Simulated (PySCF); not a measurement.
Computed IR spectrum (relative IR intensity) of a molecule C₄H₇O₂, multiplicity 2. Coordinates come from a PBE-D3(BJ)/def2-SVP optimisation. The values are those of a single conformer. Level of theory: PBE-D3(BJ)/def2-SVP run with PySCF. No scaling factor is applied to the harmonic values.

Lines under 2 % of the strongest are left out, and lines within 2 cm⁻¹ are merged.

ν (cm⁻¹): 214 (vw), 249 (w), 386 (vw), 481 (m), 530 (w), 728 (m), 846 (w), 868 (m), 896 (m), 937 (m), 1020 (w), 1042 (w), 1123 (s), 1186 (m), 1226 (m), 1249 (s), 1269 (w), 1332 (m), 1356 (m), 1376 (w), 1391 (vw), 1411 (w), 1416 (m), 2754 (vs), 2886 (s), 2950 (s), 3024 (m), 3035 (m), 3049 (m), 3118 (m) (against the strongest line: vs over 80 %, s over 45 %, m over 15 %, w over 4 %, vw less)

Pick the molecule that these values belong to.
(A) [CH]1COCCO1
(B) C[CH]OC(C)=O
(C) [CH2]C(=O)OCC
(D) [CH2]COC(C)=O

A, [CH]1COCCO1
